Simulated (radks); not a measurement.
Fractional charge and spin in the 4p shell of ruthenium: the spin-up occupation runs from 2 to 3 and the spin-down occupation from 2 to 3; the fullest corner is Ru3+, [Ar] 3d10 4s2 4d(up 2.5, down 2.5) 4p(up 3, down 3). All-electron calculation, scalar-relativistic Kohn-Sham, PBEsol, spin-polarised, spherical densities, finite nucleus; Fermi nuclear charge, rms radius of each element as measured or else 0.836 A^(1/3) + 0.57 fm. Program: a radial shooting solver on a logarithmic mesh with Libxc functionals. Energy (eV) minus the two flat planes that join the four corners (they meet along the diagonal where the two added fractions sum to one electron); zero is where a piecewise linear energy would lie.

\begin{tabular}{lrrrrr}
down \ up & 2 & 2.25 & 2.5 & 2.75 & 3 \\ \hline
2 & 0.000 & -1.661 & -2.206 & -1.648 & 0.000 \\
2.25 & -1.661 & -2.135 & -1.507 & 0.208 & -1.566 \\
2.5 & -2.206 & -1.507 & 0.277 & -1.429 & -2.077 \\
2.75 & -1.648 & 0.208 & -1.429 & -2.010 & -1.550 \\
3 & 0.000 & -1.566 & -2.077 & -1.550 & 0.000 \\
\end{tabular}

Corners above the fullest one (they belong to Ru4+ and the next ion): (up 3, down 2) 88.856 eV, (up 2, down 3) 88.856 eV, (up 2, down 2) 195.97 eV. With half an added electron in each spin the energy lies 0.277 eV from the planes, and with half an added electron in spin up alone -2.206 eV. The planes are only a guide here: the flat-plane condition holds for ground states with one frontier orbital, while this shell lies below other occupied shells, so the corners above the fullest one are inner-hole states and not the ground states of those ions.
